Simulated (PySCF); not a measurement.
Part of a log for `[GaH3-][N+]1=CC=C(Br)C=C1`: ground state, then the species with a core hole.

Theory: PySCF, delta-SCF UKS SCAN, pcX-2 on the ionised atom, pcseg-1 elsewhere, spin-free X2C. Atoms in this output count from 0. The cycles run on a coarse integration grid; for E(ground) and E(ion) the exchange–correlation energy is redone on a finer one, so they differ from the last cycle, and only they enter the binding energy.

Coordinates (Å, PBE0-D3(BJ)/def2-SVP):
```
Ga     2.709887    -0.233072     0.157409
N      0.592765    -0.058468     0.009045
C     -0.181022    -1.144536     0.078872
C     -1.567517    -1.077673     0.030434
C     -2.158553     0.178246    -0.098772
Br    -4.022912     0.338675    -0.172128
C     -1.353611     1.314145    -0.176489
C      0.023213     1.142969    -0.118555
H      2.857043    -1.679274    -0.472672
H      2.880981    -0.104669     1.726506
H      3.097490     1.029575    -0.717908
H      0.338410    -2.102254     0.171860
H     -2.168670    -1.985165     0.089677
H     -1.785123     2.309886    -0.281863
H      0.704861     1.995506    -0.181406
```

```
ground state, core basis on atom 1 (N), 204 functions
  cycle   1  E = -4787.75045157  |g| = 3.29e-01
  cycle   2  E = -4787.74711799  |g| = 3.65e-01
  cycle   3  E = -4787.77633854  |g| = 1.41e-01
  cycle   4  E = -4787.78031577  |g| = 6.71e-02
  cycle   5  E = -4787.78150245  |g| = 1.41e-02
  cycle   6  E = -4787.78155791  |g| = 4.06e-03
  cycle   7  E = -4787.78156154  |g| = 1.46e-03
  cycle   8  E = -4787.78155898  |g| = 6.02e-04
  cycle   9  E = -4787.78155915  |g| = 2.08e-04
  E(ground) = -4788.19388455 Eh
hole in N 1s of atom 1
  cycle   1  E = -4772.12160452  |g| = 1.88e+00
  cycle   2  E = -4769.94047550  |g| = 2.64e+00
  cycle   3  E = -4772.41126176  |g| = 8.06e-01
  cycle   4  E = -4772.57171930  |g| = 6.64e-01
  cycle   5  E = -4772.84590835  |g| = 1.72e-01
  cycle   6  E = -4772.85306455  |g| = 1.17e-01
  cycle   7  E = -4772.86087401  |g| = 2.60e-02
  cycle   8  E = -4772.86121531  |g| = 6.42e-03
  cycle   9  E = -4772.86124909  |g| = 3.80e-03
  cycle  10  E = -4772.86127421  |g| = 2.46e-03
  cycle  11  E = -4772.86129111  |g| = 1.91e-03
  cycle  12  E = -4772.86131592  |g| = 1.43e-03
  cycle  13  E = -4772.86133015  |g| = 1.47e-03
  cycle  14  E = -4772.86133769  |g| = 6.16e-04
  cycle  15  E = -4772.86133782  |g| = 5.57e-04
  cycle  16  E = -4772.86133782  |g| = 2.74e-04
  E(ion) = -4773.27244389 Eh   <S^2> = 0.7869   hole on atom = 1.000
```

Task: What is the N 1s binding energy of atom 1?

Result: (-4773.272444 − (-4788.193885)) Eh × 27.2114 eV/Eh = 406.03 eV, for the nitrogen bonded to 2 C and Ga.

Geometry: PBE0-D3(BJ)/def2-SVP; no solvent, vibrations or thermal averaging.
Labels such as C1 count atoms from 1, the log's own numbers from 0.
